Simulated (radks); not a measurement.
Results of a calculation; reference values are marked as such.
Problem. Radial electron density D(r) = 4 pi r^2 rho(r) of an atom or ion with 14 electrons. Code: a radial shooting solver on a logarithmic mesh with Libxc functionals. Model: scalar-relativistic Kohn-Sham, PBE, spin-polarised, spherical densities, finite nucleus; Fermi nuclear charge, rms radius of each element as measured or else 0.836 A^(1/3) + 0.57 fm.

| r (bohr) | D(r) (e/bohr) | spin D(r) |
|---|---|---|
| 0.008573 | 2.305 | -0.000178 |
| 0.009666 | 2.818 | -0.000207 |
| 0.0109 | 3.429 | -0.000234 |
| 0.01229 | 4.151 | -0.000256 |
| 0.01374 | 4.934 | -0.000265 |
| 0.0155 | 5.899 | -0.000250 |
| 0.01747 | 7.000 | -0.000192 |
| 0.0197 | 8.236 | -0.0000606 |
| 0.02204 | 9.505 | 0.000166 |
| 0.02484 | 10.97 | 0.000583 |
| 0.02801 | 12.51 | 0.00127 |
| 0.03158 | 14.07 | 0.00237 |
| 0.03561 | 15.60 | 0.00408 |
| 0.03983 | 16.92 | 0.00645 |
| 0.04491 | 18.14 | 0.0102 |
| 0.05063 | 19.05 | 0.0156 |
| 0.05709 | 19.57 | 0.0233 |
| 0.06437 | 19.64 | 0.0341 |
| 0.072 | 19.27 | 0.0476 |
| 0.08118 | 18.45 | 0.0668 |
| 0.09153 | 17.27 | 0.0917 |
| 0.1032 | 15.93 | 0.123 |
| 0.1164 | 14.64 | 0.161 |
| 0.1301 | 13.71 | 0.202 |
| 0.1467 | 13.20 | 0.250 |
| 0.1654 | 13.36 | 0.299 |
| 0.1865 | 14.19 | 0.344 |
| 0.2103 | 15.54 | 0.377 |
| 0.2352 | 17.01 | 0.390 |
| 0.2652 | 18.41 | 0.378 |
| 0.2991 | 19.24 | 0.335 |
| 0.3372 | 19.14 | 0.262 |
| 0.3802 | 17.97 | 0.168 |
| 0.4252 | 15.99 | 0.0793 |
| 0.4794 | 13.20 | 0.00880 |
| 0.5406 | 10.17 | -0.00603 |
| 0.6095 | 7.390 | 0.0621 |
| 0.6872 | 5.250 | 0.228 |
| 0.7686 | 3.987 | 0.466 |
| 0.8667 | 3.376 | 0.788 |
| 0.9771 | 3.303 | 1.13 |
| 1.102 | 3.434 | 1.42 |
| 1.232 | 3.477 | 1.57 |
| 1.389 | 3.268 | 1.57 |
| 1.567 | 2.772 | 1.40 |
| 1.766 | 2.098 | 1.11 |
| 1.991 | 1.405 | 0.776 |
| 2.228 | 0.8612 | 0.497 |
| 2.511 | 0.4478 | 0.271 |
| 2.832 | 0.2016 | 0.129 |
| 3.193 | 0.07736 | 0.0525 |
| 3.6 | 0.02479 | 0.0178 |
| 4.026 | 0.007153 | 0.00541 |
| 4.54 | 0.001524 | 0.00121 |
| 5.119 | 0.0002544 | 0.000213 |

What is the nuclear charge?

Solution. Z = 17. The innermost maximum, from 1s, lies near gamma/Z bohr with gamma = sqrt(1 - (Z/c)^2) = 0.992, here 0.0584 bohr (found: 0.0618), and its height grows with Z. The density is that of the chlorine ion Cl3+ in [Ne] 3s2 3p2; the configuration itself is not fixed sharply by these data, and Z only to about a unit. D(r) has 3 maxima, at r = 0.0618, 0.314, 1.19 bohr, and minima at 0.152, 0.939 bohr, inside which lie 2.17, 10.43 electrons.
